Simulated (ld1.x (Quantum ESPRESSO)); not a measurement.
## Br (Z = 35): one change to an RRKJ potential, before and after

Br, norm-conserving RRKJ (Kleinman–Bylander form), made with ld1.x (Quantum ESPRESSO) 7.5 (BLYP, scalar-relativistic). Core [Ar], reference 3d10 4s2 4p5. Waves: 4s (bound): rc 1.30 bohr; 4p (bound): rc 1.65 bohr; 3d (bound): rc 1.00 bohr. Local part: all-electron potential smoothed inside 1.60 bohr (lloc = -1). Core correction: Bessel-smoothed model core inside 0.50 bohr. rho0 = 0.005.

Change: wave 4p (bound): rc 1.65 bohr becomes 4p (bound): rc 1.46 bohr.

Cutoffs: the cutoffs (Ry, on a coarse ladder) from which the occupation-weighted sum of valence levels, in a spherical-Bessel basis at the reference potential, stays within 10 and 1 mRy of its value at 400 Ry; they do not see the model core or the augmentation charge, which bear on the density cutoff. Errors are all-electron minus pseudo energies relative to the spin-unpolarised reference configuration.

Question: What does the change do?

Answer: Of the 7 tests that both files solve, the error grows in 1 and shrinks in 2 by more than 15 % and 0.3 meV (median size 10.0 → 10.5 meV); neither file shows a bound ghost.

```tsv
quantity	base	changed
cutoff, loose	260 Ry	260 Ry
cutoff, tight	over 300 Ry	over 300 Ry
loose cutoff by channel (10 mRy a level)	s 25 Ry, p 30 Ry, d 180 Ry	s 25 Ry, p 25 Ry, d 180 Ry
bound ghosts	none	none
error for 3d10 4s2 4p4, meV [ΔE 12.40 eV]	+0.6	+0.8
error for 3d10 4s2 4p3, meV [ΔE 35.02 eV]	+10.0	+10
error for 3d10 4s2 4p2, meV [ΔE 68.90 eV]	+36	+34
error for 3d10 4s2 4p1, meV [ΔE 114.89 eV]	+88	+72
error for 3d10 4s1 4p5, meV [ΔE 25.45 eV]	-0.1	+3.9
error for 3d10 4s2 4p4.5, meV [ΔE 5.00 eV]	-0.5	-0.4
error for 3d9 4s2 4p5, meV [ΔE 78.33 eV]	-591	-494
```
